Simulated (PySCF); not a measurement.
UHF on Cu⁺ (copper, charge +1)

Configuration: [Ar] 3d10, closed-shell 1S. Computed with PySCF 2.14 in cc-pVTZ-DK, with the spin-free X2C one-electron Hamiltonian (Gaussian nucleus).

```
Total energy                        : -1652.907163 hartree
One-electron energy                 : -2298.5386 hartree
Hartree (Coulomb) energy            : 712.0977 hartree
Exchange energy                     : -66.4662 hartree
⟨S²⟩                                : 0.0000
⟨L²⟩                                : 0.000
Sum of ⟨r⟩                          : 17.58 bohr
Sum of ⟨r²⟩                         : 18.61 bohr²
Langevin diamagnetic susceptibility : -14.7 ×10⁻⁶ cm³/mol
Time after the integrals            : 0.34 s of wall time on 1 thread of Neoverse-V1 (shared host)
```

| shell | electrons | mean orbital energy (hartree) | rms radius, mean of both spins (bohr) |
| --- | --- | --- | --- |
| 1s | 2 | -332.79102 | 0.0601 |
| 2s | 2 | -41.96822 | 0.254 |
| 2p | 6 | -36.11538 | 0.228 |
| 3s | 2 | -5.47096 | 0.767 |
| 3p | 6 | -3.68265 | 0.819 |
| 3d | 10 | -0.80270 | 1.14 |

Densities and radii are taken from the X2C orbitals without a picture-change correction, which distorts them close to the nucleus.
